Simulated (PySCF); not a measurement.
Be(I)(OMe) (CH3BeIO), SMILES [Be]([I])[O]C.

Coordinates come from a PBE0-D3(BJ)/def2-SVP optimisation. The def2 effective core potentials stand for the cores of I; spin–orbit coupling is left out. The values are those of a single conformer.

The numbers are results of TDDFT-M06-2X/def2-SVPD in PySCF, not measurements.

Vertical excitations. Isolated molecule, no solvent.

| state | energy (eV) | λ (nm) | f | main pairs |
|---|---|---|---|---|
| S1 | 6.20 | 200 | 0.058 | HOMO−1→LUMO 86 % |
| S2 | 6.20 | 200 | 0.058 | HOMO→LUMO 86 % |
| S3 | 6.58 | 188 | 0.000 | HOMO→LUMO+2 22 %, HOMO−1→LUMO+1 22 %, HOMO→LUMO+1 16 %, HOMO−1→LUMO+2 16 % |
| S4 | 6.74 | 184 | 0.000 | HOMO→LUMO+1 25 %, HOMO−1→LUMO+2 25 %, HOMO−1→LUMO+1 15 %, HOMO→LUMO+2 15 % |
| S5 | 6.74 | 184 | 0.000 | HOMO−1→LUMO+1 25 %, HOMO→LUMO+2 25 %, HOMO−1→LUMO+2 15 %, HOMO→LUMO+1 15 % |
| S6 | 7.31 | 170 | 0.189 | HOMO−1→LUMO+2 22 %, HOMO→LUMO+1 22 %, HOMO→LUMO+2 16 %, HOMO−1→LUMO+1 16 % |
| S7 | 7.42 | 167 | 0.016 | HOMO→LUMO+3 63 %, HOMO−2→LUMO 13 % |
| S8 | 7.42 | 167 | 0.016 | HOMO−1→LUMO+3 63 %, HOMO−3→LUMO 13 % |
| S9 | 7.75 | 160 | 0.002 | HOMO−2→LUMO 61 %, HOMO→LUMO+3 10 % |
| S10 | 7.75 | 160 | 0.002 | HOMO−3→LUMO 61 %, HOMO−1→LUMO+3 10 % |
| T1 | 5.99 | 207 | 0 | HOMO−1→LUMO 84 % |
| T2 | 5.99 | 207 | 0 | HOMO→LUMO 84 % |
| T3 | 6.40 | 194 | 0 | HOMO→LUMO+1 20 %, HOMO−1→LUMO+2 20 %, HOMO−1→LUMO+1 14 %, HOMO→LUMO+2 14 % |
| T4 | 6.58 | 188 | 0 | HOMO→LUMO+1 24 %, HOMO−1→LUMO+2 23 %, HOMO→LUMO+2 14 %, HOMO−1→LUMO+1 14 % |
Triplets are in the Tamm–Dancoff approximation, which puts them higher than full response would, so one can lie above its singlet here.
